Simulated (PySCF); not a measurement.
Ga(OH)(SeH)2 (GaH₃OSe₂), SMILES [OH][Ga]([SeH])[SeH]. Atoms are numbered in the order given.

```xyz
7

Ga    -0.5466     0.0040     0.0000
O     -2.3314     0.1252     0.0000
H     -2.8127    -0.7119     0.0000
Se     0.5060    -2.0933     0.0000
H      1.8470    -1.4781     0.0000
Se     0.5148     2.0817     0.0000
H      1.8548     1.4626     0.0000
```

Geometry: B3LYP-D3(BJ)/def2-SVP. Other conformers were not sampled.

The numbers are results of PBE/def2-TZVP in PySCF, not measurements.

```yaml
total_energy: -6804.04610 hartree
point_group: Cs
highest_occupied_level: -6.13 eV
lowest_empty_level: -2.08 eV
orbital_gap: 4.05 eV
dipole_moment: 1.43 D
quadrupole, principal values (traceless, Buckingham form, about the centre of nuclear charge): -6.64, -3.24, 9.89 D·Å
mean_static_polarisability: 89.8 bohr³ (13.30 Å³)
polarisability_principal_values: 62.3, 86.0, 121.0 bohr³
```
